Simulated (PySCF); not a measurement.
**Ru⁺ (ruthenium, charge +1) across methods**

[Kr] 4d7, high-spin 4F determinant. Computed with PySCF 2.14 in aug-cc-pVTZ-PP with one added diffuse shell each of s, p, d, f, g type with ECP28MDF (7s7p6d4f3g, 113 functions), with scalar relativity through the core potential.

```
 method  E (hartree)  mean ε 4p β (eV)  mean ε 4d α (eV)  mean ε 4d β (eV)  Σ⟨r²⟩ (bohr²)   ⟨S²⟩
r2SCAN0     -94.2127           -56.143           -15.105           -13.164          33.89  3.755
    PBE     -94.2166           -52.752           -13.308           -11.732          34.52  3.752
   PW91     -94.2636           -52.830           -13.371           -11.812          34.52  3.752
    LDA     -93.9913           -52.928           -13.516           -11.821          34.76  3.752
   PBE0     -94.2070           -55.531           -14.884           -13.145          34.10  3.752
 r2SCAN     -94.2389           -53.676           -13.546           -11.715          34.14  3.755
    M06     -94.2035           -55.548           -14.833           -13.232          34.10  3.755
```

(1) Estimate the same row for UHF.

Energies and moments cover only the electrons outside the core potential.

Results:

(1) E (hartree) = -93.58455; mean ε 4p β (eV) = -62.831; mean ε 4d α (eV) = -18.964; mean ε 4d β (eV) = -16.594; Σ⟨r²⟩ (bohr²) = 33.51; ⟨S²⟩ = 3.756.
